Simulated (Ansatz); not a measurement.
B$_{2}$FH$_{3}$O$_{2}$ (`OBB(O)F`), relaxed with RKS PBE0-D4/def2-TZVP in the Gaussian-basis code of Ansatz from a PBE-D4/def2-SVP geometry. The force threshold is 0.005 eV/Å; the program also tests the step.

Total charge 0; spin multiplicity 1.

Start:

```xyz
8

O     0.113   -1.086   -1.009
B     0.246    0.252   -0.749
B    -0.136    0.675    0.884
O    -0.538   -0.285    1.766
F    -0.069    1.926    1.369
H     0.328   -1.329   -1.929
H     0.606    0.999   -1.649
H    -0.551   -1.152    1.316
```

```json
{"step": "1", "energy (eV)": "-8210.8928", "largest force (eV/Å)": "0.669", "largest move (Å)": "0.000"}
{"step": "2", "energy (eV)": "-8210.9163", "largest force (eV/Å)": "0.299", "largest move (Å)": "0.023"}
{"step": "3", "energy (eV)": "-8210.9165", "largest force (eV/Å)": "0.215", "largest move (Å)": "0.024"}
{"step": "4", "energy (eV)": "-8210.9203", "largest force (eV/Å)": "0.077", "largest move (Å)": "0.019"}
{"step": "5", "energy (eV)": "-8210.9207", "largest force (eV/Å)": "0.055", "largest move (Å)": "0.006"}
{"step": "6", "energy (eV)": "-8210.9211", "largest force (eV/Å)": "0.024", "largest move (Å)": "0.019"}
{"step": "7", "energy (eV)": "-8210.9212", "largest force (eV/Å)": "0.012", "largest move (Å)": "0.004"}
{"step": "8", "energy (eV)": "-8210.9212", "largest force (eV/Å)": "0.002", "largest move (Å)": "0.003"}
```

End:

```xyz
8

O     0.120   -1.076   -1.040
B     0.247    0.245   -0.753
B    -0.138    0.657    0.875
O    -0.535   -0.273    1.773
F    -0.065    1.906    1.330
H     0.335   -1.307   -1.948
H     0.603    0.999   -1.620
H    -0.566   -1.151    1.382
```

It took 19 s on 2 threads of an INTEL XEON PLATINUM 8581C on a shared host, with 0.35 GiB of host memory at the peak.
